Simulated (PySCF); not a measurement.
C2H3F2, SMILES C[C](F)F (connectivity only; charge and spin as stated), charge +1, multiplicity 1.

The structure is a stationary point at PBE-D3(BJ)/def2-SVP. The multiplicity is an assumed one; other spin states were not compared. The isomer is the one that the SMILES or the coordinates give; other isomers of the formula were not compared.

Calculation: TDA-PBE/def2-SVPD (PySCF).

Vertical excitations. Isolated molecule, no solvent.

Computed lowest excited states:
```csv
state,energy (eV),λ (nm),f,main pairs
S1,6.26,198,0.004,HOMO→LUMO 100 %
S2,7.24,171,0.016,HOMO−2→LUMO 96 %
S3,7.72,161,0.246,HOMO−1→LUMO 92 %
S4,7.73,160,0.001,HOMO−3→LUMO 100 %
S5,9.93,125,0.101,HOMO−4→LUMO 89 %
S6,10.19,122,0.026,HOMO−5→LUMO 96 %
S7,11.36,109,0.021,HOMO→LUMO+1 100 %
S8,11.57,107,0.055,HOMO−1→LUMO+1 99 %
S9,12.17,102,0.000,HOMO−7→LUMO 99 %
S10,12.19,102,0.039,HOMO−2→LUMO+1 92 %
T1,5.91,210,0,HOMO−1→LUMO 99 %
T2,5.97,208,0,HOMO→LUMO 100 %
T3,6.50,191,0,HOMO−2→LUMO 99 %
T4,7.40,168,0,HOMO−3→LUMO 100 %
```
Triplets are in the Tamm–Dancoff approximation.
